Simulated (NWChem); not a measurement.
## Dipole moment of phosphorus nitride (NP)

SMILES: P#N
```xyz
2

N      0.0000     0.0000     1.0149
P      0.0000     0.0000    -0.4736
```
Charge 0, spin multiplicity 1.

Program: NWChem. The geometry was optimised at PBE0/def2-SVP, a minimum by its harmonic frequencies.

Basis set: def2-SVPD. The CCSD dipole comes from the Λ equations, without orbital relaxation.

The correlated methods keep 6 core orbitals frozen. B3LYP has NWChem's definition, with VWN1-RPA local correlation. Coupled-cluster values serve here as a point of comparison, not as the truth.

For the dipole moment, PBE0 gives 2.83 D and B3LYP gives 2.86 D. What do PBE, HF, CCSD give?

PBE: 2.67 D; HF: 3.23 D; CCSD: 2.78 D.
